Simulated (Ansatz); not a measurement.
The first iterations of a band of BrH + ClH3Si (7 atoms, charge 0, multiplicity 1).

Theory: RHF/def2-SVP (Ansatz).

```yaml
movable_images: 7
climbing_image: yes
spring: 5.0 eV/Å²
optimiser: quadratic models (default)
start_path: straight line
force_threshold: 0.05 eV/Å
iteration_limit: 60
end_points: relaxed
```

Initial state:

```xyz
7
Properties=species:S:1:pos:R:3
Si -0.299 -0.407 -0.237
H -0.811 -0.541 1.137
Cl 1.783 -0.329 -0.150
H -0.783 0.836 -0.860
H -0.676 -1.577 -1.049
Br 1.364 2.939 2.410
H 1.943 1.924 1.620
```

Final state:

```xyz
7
Properties=species:S:1:pos:R:3
Si 0.052 1.228 -0.389
H 0.925 -1.914 1.879
Cl 1.776 0.306 -1.035
H -0.377 2.190 -1.410
H -0.961 0.202 -0.125
Br 0.431 2.340 1.498
H 0.672 -1.507 2.453
```

| iteration | highest image above the first end (eV) | largest band force component (eV/Å) |
| --- | --- | --- |
| 1 | 9.084 | 8.851 |
| 2 | 6.654 | 4.104 |
| 3 | 5.023 | 3.743 |
| 4 | 4.036 | 3.425 |
| 5 | 3.627 | 3.320 |
| 6 | 3.281 | 0.810 |
| 7 | 2.775 | 0.909 |
| 8 | 2.345 | 1.615 |
| 9 | 2.062 | 0.815 |

Does the band converge within its limit, and where does its top end?

The run converged. It ended after 28 iterations with the highest image 2.251 eV above the first end. Beside the main top the profile has a ripple of under 15 meV (maxima at images 2, 5), which may be a very shallow well or noise. Neighbouring images differ by up to 2.1 eV, so the band resolves the path poorly. The order of the stationary point at the top wasn't checked. The orbitals stay closed-shell, which can raise the energy where a bond breaks towards radicals; this wasn't checked here.

Run time: 3.7 min on 1 thread of Intel(R) Xeon(R) 6975P-C (Granite Rapids), on a shared host, peak memory 0.2 GiB.
